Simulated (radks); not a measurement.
Effect of the nuclear size on the cobalt ion Co+, [Ar] 3d8. Calculated with a radial shooting solver on a logarithmic mesh with Libxc functionals: Dirac Kohn-Sham, BLYP, spin-unpolarised, spherical densities, finite nucleus; open shells fill j = l - 1/2 first; Fermi nuclear charge, rms radius 3.7875 fm. The rms radius is varied about that value; shifts are against it.

rms radius (fm)  total energy shift (eV)  density at nucleus (e/bohr^3)  1s1/2 shift (meV)  2s1/2 shift (meV)  3s1/2 shift (meV)
3.102                            -0.0445                      1.739e+04              -18.9              -1.74             -0.259
3.6246                           -0.0113                      1.726e+04              -4.82             -0.444             -0.066
3.7875                                 0                      1.723e+04              0.000              0.000              0.000
4.0223                            0.0172                      1.718e+04               7.30              0.673              0.100
4.6359                            0.0667                      1.707e+04               28.3               2.61              0.389

Slopes of the eigenvalues against <r^2> in GHz/fm^2, as finite differences over the two radii next to the reference (eigenvalue slopes, not the field-shift constants of lines): 1s1/2 963, 2s1/2 88.9, 3s1/2 13.2.
